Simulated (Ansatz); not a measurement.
Gas-phase electronic energies from Ansatz, PBE0-D4/def2-TZVP geometries. CBS: MP2 limit from def2 TZ/QZ plus the TZ coupled-cluster correction, frozen cores. This one scheme is used for every species. DFT in def2-TZVPP. Elements past krypton have def2 core potentials. For In outer-core shells are correlated without core-valence functions, which leaves a few kJ/mol of doubt a bond. Each species was taken in one conformer, which may not be the lowest.

Reaction (formal exchange of groups at a B–C bond): `C[B](C)[InH2]` + `CF` → `C[B]([InH2])CF` + CH₄

```tsv
level	ΔE (kJ/mol)
PBE-D4	-20.2
B97M-V	-21.8
ωB97M-V	-21.3
PBE	-19.6
LC-ωPBE	-19.3
HF/def2-TZVPP	-14.1
SCS-MP2/def2-QZVPP	-14.7
CCSD/CBS(def2)	-16.4
```

(1) What does CCSD(T)/CBS give? (Estimate.)

(2) What do rigid-rotor, harmonic-oscillator terms from PBE0-D4/def2-TZVP frequencies (298.15 K, 1 bar) make of the CCSD(T)/CBS value? (An estimate is asked.)

Largest T1 diagnostic among the species: 0.013.

## Answers

(1) The calculation gave: -17.2 kJ/mol. The listed levels differ from it by -3.0, -4.6, -4.1, -2.4, -2.1, 3.1, 2.5, 0.8 kJ/mol.

(2) Ansatz gave: ΔZPE = -3.0 kJ/mol, ΔH = -18.9 kJ/mol, ΔS = -11 J/(mol·K), ΔG = -15.6 kJ/mol.

Leaving LDA and LC-ωPBE aside and taking each functional with its dispersion term where it has one, the values, not all of them listed here, spread over 5.6 kJ/mol, from B97M-V to PBE-QIDH. LDA lies −3.3 kJ/mol from PBE without D4. At CCSD(T), def2-SVP lies −4.8 kJ/mol from the extrapolated value and def2-TZVPP −0.0 kJ/mol.

CCSD(T)/CBS has its own doubt, a few kJ/mol and more with outer-core shells, so smaller differences from it don't rank the levels.
